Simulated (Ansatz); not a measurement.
One change: `CBCBO` becomes `CBCSC`.

Ansatz, PBE0-D4/def2-TZVP geometries, multiplicity 1. Each molecule was computed in one conformer, which needn't be the lowest.

```tsv
property	`CBCBO`
LUMO energy (PBE/def2-TZVPP) / eV	-2.00
size of the dipole moment (B3LYP/def2-TZVPP) / D	2.03
LUMO energy (B3LYP/def2-TZVPP) / eV	-1.25
HOMO–LUMO gap (PBE/def2-TZVPP) / eV	5.06
HOMO energy (PBE0/def2-TZVPP) / eV	-8.45
HOMO energy (ωB97M-V/def2-TZVPP) / eV	-10.76
```

Task: Give the same properties after the change, and the shifts. (Best estimate.)

Result: Computed: 
```csv
property,`CBCSC`,shift
LUMO energy (PBE/def2-TZVPP) / eV,-1.85,0.15
size of the dipole moment (B3LYP/def2-TZVPP) / D,1.14,-0.89
LUMO energy (B3LYP/def2-TZVPP) / eV,-1.05,0.20
HOMO–LUMO gap (PBE/def2-TZVPP) / eV,3.16,-1.90
HOMO energy (PBE0/def2-TZVPP) / eV,-6.22,2.23
HOMO energy (ωB97M-V/def2-TZVPP) / eV,-8.45,2.31
```

With PBE0 the HOMO rises by 2.23 eV and the LUMO rises by 0.21 eV, so the gap narrows by about 2.02 eV. PBE moves the HOMO by 2.05 eV and ωB97M-V by 2.31 eV. Dipoles are sizes alone; their direction can turn.

B3LYP here is the variant with VWN-RPA as its local correlation; programs differ in this.
